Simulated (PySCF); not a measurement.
Ionisation energy of Te⁺ by level of theory

Te⁺ [Kr] 4d10 5s2 5p3 (4S) → Te²⁺ [Kr] 4d10 5s2 5p2 (3P), as a difference of total energies. Calculation: PySCF 2.14, in aug-cc-pVQZ-PP with ECP28MDF; scalar relativity through the core potential. Correlated levels: valence: 4s2 4p6 4d10 frozen. The calculations carry no spin-orbit coupling.

| method | ionisation energy (eV) |
| --- | --- |
| UHF | 18.356 |
| MP2 (valence) | 18.827 |
| SCS-MP2 (valence) | 18.698 |
| CCSD (valence) | 18.802 |
| CCSD(T) (valence) | 18.835 |

Task: How much does correlation contribute at CCSD(T) (valence)?

Result: 18.835 − (18.356) = 0.479 eV, measured against UHF.

The reference lies between the lowest fine-structure levels, while these numbers refer to the centres of the terms.

Errors of the correlated levels include the incompleteness of this basis and the frozen core.

For comparison: 18.6 ± 0.4 eV (measured; NIST Atomic Spectra Database, ionization energies).
